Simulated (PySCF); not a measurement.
Vertical excitations of a molecule C3H9N from TDA-PBE0/def2-SVPD (PySCF), as energy in eV (oscillator strength): 6.29 (0.017), 7.40 (0.001), 7.47 (0.008), 7.74 (0.111), 8.36 (0.037), 8.63 (0.004), 8.87 (0.023), 8.98 (0.066), 9.16 (0.002), 9.43 (0.006). Lowest triplet (TDA): 5.99 eV. Coordinates come from a B3LYP-D3(BJ)/def2-SVP optimisation. The values are those of a single conformer.

### Question
Pick the molecule that these values belong to.
A) CC(C)N
B) CCCN
C) CN(C)C
D) CCNC

### Answer
A, CC(C)N
